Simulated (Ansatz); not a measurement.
`FCC(F)OC(F)F`. Charge 0, multiplicity 1. The structure was optimised at the PBE0-D4/def2-TZVP level. It is one conformer, not always the lowest.

```xyz
12

F     2.226    1.511    0.826
C     1.457    0.994   -0.184
C     0.395    0.104    0.409
F     0.978   -0.986    1.006
O    -0.405   -0.316   -0.644
C    -1.570   -0.939   -0.285
F    -2.107   -1.419   -1.405
F    -2.435   -0.043    0.243
H     2.088    0.410   -0.858
H     0.981    1.812   -0.730
H    -0.185    0.619    1.183
H    -1.423   -1.746    0.439
```

(1) What is the dipole moment at r2SCAN/def2-TZVPP? (Estimate.)

(2) And with PBE, B3LYP, ωB97M-V? (Estimate.)

(3) Give the Mulliken charges with r2SCAN, B3LYP, PBE in def2-TZVPP. (An estimate is asked.)

## Answers

(1) The calculation gave: 0.22 D, with components (-0.08, 0.17, -0.12) D in this frame, pointing from negative to positive charge.

(2) Ansatz gave: PBE 0.21 D, B3LYP 0.22 D, ωB97M-V 0.21 D.

(3) The calculation gave: 
| atom | r2SCAN | B3LYP | PBE |
| --- | --- | --- | --- |
| F1 | -0.23 | -0.23 | -0.19 |
| C2 | 0.18 | 0.10 | 0.07 |
| C3 | 0.26 | 0.24 | 0.17 |
| F4 | -0.21 | -0.22 | -0.17 |
| O5 | -0.26 | -0.26 | -0.19 |
| C6 | 0.40 | 0.37 | 0.27 |
| F7 | -0.18 | -0.18 | -0.13 |
| F8 | -0.20 | -0.20 | -0.15 |
| H9 | 0.05 | 0.09 | 0.08 |
| H10 | 0.05 | 0.09 | 0.08 |
| H11 | 0.06 | 0.10 | 0.08 |
| H12 | 0.07 | 0.11 | 0.08 |

B3LYP here is the variant with VWN-RPA as its local correlation; programs differ in this.
